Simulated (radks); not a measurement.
The numbers below are computed, except where a source is named.
Task: Species: Bi. Configuration: [Hg] 6p3. Level of theory: scalar-relativistic Kohn-Sham, SCAN, spin-polarised, spherical densities, finite nucleus; open shells are filled with parallel spins first (spin-orbit coupling, left out, can overturn this in heavy ions); meta-GGA in the generalised Kohn-Sham scheme; Fermi nuclear charge, rms radius 5.5211 fm (a radial shooting solver on a logarithmic mesh with Libxc functionals). Some entries of the table are withheld. Estimate them.

orbital,occ.,eigenvalue (eV),<r> (bohr),<r^2> (bohr^2)
1s up,1,-90723.59,0.01579,0.0003464
1s down,1,-90723.55,0.01579,0.0003464
2s up,1,-16331.55,0.06646,0.005241
2s down,1,-16331.53,0.06646,0.005241
2p up,3,-13970.34,0.06054,0.004485
2p down,3,-13970.31,0.06054,0.004485
3s up,1,-3955.785,0.1714,0.03364
3s down,1,-3955.762,0.1714,0.03364
3p up,3,-3277.584,0.1737,0.03499
3p down,3,-3277.555,0.1737,0.03499
3d up,5,-2593.873,0.1576,0.02905
3d down,5,-2593.842,0.1576,0.02905
4s up,1,-914.6754,0.3769,0.1602
4s down,1,-914.6456,0.3769,0.1602
4p up,3,-691.4741,0.4021,0.1837
4p down,3,-691.4472,0.4021,0.1837
4d up,5,-435.0680,0.4224,0.2058
4d down,5,-435.0279,0.4224,0.2058
5s down,1,-160.2532,0.8335,0.7776
5s up,1,-160.2448,0.8325,0.7759
4f up,7,-153.8821,0.4411,(1)
4f down,7,-153.8162,0.4411,(2)
5p down,3,-97.7693,0.9482,1.013
5p up,3,-97.6943,0.9483,1.014
5d up,5,-27.4564,1.241,(3)
5d down,5,-27.2105,1.228,(4)
6s up,1,-15.6126,(5),5.573
6s down,1,-13.7156,(6),5.167
6p up,3,-5.5624,2.976,10.16

Result: 
(1) 4f up <r^2> (bohr^2): 0.2323
(2) 4f down <r^2> (bohr^2): 0.2322
(3) 5d up <r^2> (bohr^2): 1.791
(4) 5d down <r^2> (bohr^2): 1.745
(5) 6s up <r> (bohr): 2.217
(6) 6s down <r> (bohr): 2.139
